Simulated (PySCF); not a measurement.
C4H5Si, SMILES C1[SiH]C=CC=1, multiplicity 2.

Coordinates come from a PBE0-D3(BJ)/def2-SVP optimisation. A frequency run showed that this geometry is not a minimum. The isomer is the one that the SMILES or the coordinates give; other isomers of the formula were not compared.

All values below come from PBE0-D3(BJ)/def2-SVP (PySCF).

Frequencies are harmonic and unscaled.

```
mode  ν (cm⁻¹)  IR (km/mol)  moving atoms (share of kinetic energy)
----  --------  -----------  --------------------------------------
1          92i          0.0                 H 73 %, Si 18 %, C 10 %
2          374          6.8                          C 60 %, H 33 %
3          470          0.0                          C 61 %, H 39 %
4          508         19.3                         Si 50 %, C 44 %
5          634          0.9                 C 65 %, Si 24 %, H 11 %
6          674         85.4                           H 91 %, C 9 %
7          677          9.2                          H 82 %, C 17 %
8          725          0.0                          H 69 %, C 31 %
9          812          3.5                 C 66 %, H 24 %, Si 10 %
10         898         26.5                 C 42 %, H 42 %, Si 16 %
11         926          1.4                          H 79 %, C 21 %
12         952          0.0                          H 71 %, C 29 %
13         985          2.6                          C 58 %, H 41 %
14        1090         11.1                                  H 92 %
15        1093         14.6                          H 74 %, C 25 %
16        1265         19.1                          H 65 %, C 35 %
17        1343          7.9                          C 53 %, H 47 %
18        1490          3.7                                  C 94 %
19        1542         18.4                          C 82 %, H 18 %
20        2296         63.4                                  H 96 %
21        3189          2.9                           H 92 %, C 8 %
22        3203         10.4                           H 91 %, C 9 %
23        3263          0.2                           H 91 %, C 9 %
24        3263          0.8                           H 91 %, C 9 %
```
